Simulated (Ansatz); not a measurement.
F$_{4}$Si, singlet, at a GFN2-xTB geometry; HF/def2-SVP (Ansatz, a quantum-chemistry and plane-wave program).

The Ansatz input:
Ansatz 0.2 input:
```yaml
crystal:
  periodic: [false, false, false]
  atoms:
    - {symbol: Si, position_ang: [0.00000000, -0.00000000, 0.00000000]}
    - {symbol: F, position_ang: [0.88552320, 0.90402113, 0.92229500]}
    - {symbol: F, position_ang: [-0.91389002, -0.91243756, 0.88560507]}
    - {symbol: F, position_ang: [-0.89400971, 0.90408216, -0.91401078]}
    - {symbol: F, position_ang: [0.92237653, -0.89566573, -0.89388928]}
basis:
  gaussian:
    orbitals: def2-SVP
    fitting: {mean_field: cc-pVTZ-JKFIT}
hamiltonian:
  xc: hf
```

### Question
What does Ansatz print? Leave out banner, timings and long lists.

### Answer

```
Functional definition: HF
437 factors; integrals over basis functions are off by at most 7.0e-2 eV
mean field evaluation 1: about -18678.6362 eV, gradient 4.2e1 eV
mean field evaluation 2: about -18680.6576 eV, gradient 2.3e1 eV
mean field evaluation 4: about -18681.4037 eV, gradient 2.7e-1 eV
mean field -18681.40396040 eV, -686.5289328342 hartree, gradient 7.4e-6 eV, S^2 0.000000; 0 other end points of the search recorded, 0 dependent functions left out
reference -18681.40396040 eV, -686.5289328342 hartree; 25, 25 occupied and 49, 49 virtual orbitals, 437 factors
Total energy: -18681.40396040 eV, -686.5289328342 hartree
```
